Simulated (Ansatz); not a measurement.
Calculated with Ansatz (gas phase, PBE0-D4/def2-TZVP geometries, no zero-point term in ΔE). CCSD(T)/CBS is the MP2 limit (def2-TZVPP, def2-QZVPP) plus CCSD(T) − MP2 in def2-TZVPP, frozen cores. This one scheme is used for every species. Functionals use def2-TZVPP. Each species was taken in one conformer, which may not be the lowest.

Reaction (formal hydrolysis of the Si–C bond): `B[SiH2]CF` + H₂O → `B[SiH2]O` + `CF`

| species | PBE-QIDH energy (Eh) |
| --- | --- |
| `B[SiH2]CF` | -455.50217 |
| H₂O | -76.37259 |
| `B[SiH2]O` | -392.27620 |
| `CF` | -139.63808 |

Work out ΔE.

ΔE = (-392.27620) + (-139.63808) − (-455.50217) − (-76.37259) = -0.03952 Eh = -1.08 eV. CCSD(T)/CBS gives -1.05 eV.

Largest T1 diagnostic among the species: 0.012.

In def2-TZVPP, CCSD(T) changes the Hartree–Fock value by +0.21 eV (the triples alone add +0.03 eV) and MP2 by +0.18 eV. Leaving LDA and LC-ωPBE aside and taking each functional with its dispersion term where it has one, the values, not all of them listed here, spread over 0.22 eV, from BHLYP-D4 to revPBE-D4. From BLYP to BHLYP (50 % exact exchange), in def2-TZVPP and without D4, ΔE moves by −0.10 eV.
